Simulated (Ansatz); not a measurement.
tantalum atom (Ta), quartet (core potentials on Ta); HF/def2-SVP (Ansatz, a first-principles code).

Input for Ansatz:
Ansatz 0.2 input:
```yaml
crystal:
  periodic: [false, false, false]
  atoms:
    - {symbol: Ta, position_ang: [0.00000000, 0.00000000, 0.00000000]}
basis:
  gaussian:
    orbitals: def2-SVP
hamiltonian:
  xc: hf
magnetization: {spin_polarized: true, initial_magnetization: 3}
accuracy: high
```

It wrote (shortened):

```
Functional definition: HF
333 factors; integrals over basis functions are off by at most 2.3e-9 eV
mean field evaluation 1: about -1530.8016 eV, gradient 6.8e0 eV
mean field evaluation 2: about -1530.8030 eV, gradient 6.9e0 eV
mean field evaluation 4: about -1531.4047 eV, gradient 6.8e-1 eV
mean field evaluation 8: about -1531.4225 eV, gradient 2.1e-2 eV
mean field evaluation 16: about -1531.4682 eV, gradient 4.8e-1 eV
mean field evaluation 32: about -1531.4225 eV, gradient 6.0e-2 eV
mean field evaluation 64: about -1531.5794 eV, gradient 4.7e-1 eV
mean field evaluation 96: about -1531.6093 eV, gradient 2.2e-1 eV
mean field evaluation 128: about -1531.5649 eV, gradient 4.5e-1 eV
mean field evaluation 160: about -1531.6119 eV, gradient 2.3e-1 eV
mean field evaluation 192: about -1531.6148 eV, gradient 6.7e-3 eV
mean field evaluation 224: about -1531.6148 eV, gradient 4.4e-3 eV
mean field evaluation 256: about -1531.2219 eV, gradient 1.0e0 eV
mean field evaluation 288: about -1531.5191 eV, gradient 4.0e-1 eV
mean field evaluation 320: about -1531.6148 eV, gradient 1.6e-6 eV
mean field -1531.61483111 eV, -56.2858068775 hartree, gradient 2.4e-8 eV, S^2 3.774476; 5 other end points of the search recorded, 0 dependent functions left out
reference -1531.61483111 eV, -56.2858068775 hartree; 8, 5 occupied and 24, 27 virtual orbitals, 333 factors
Total energy: -1531.61483111 eV, -56.2858068775 hartree
```
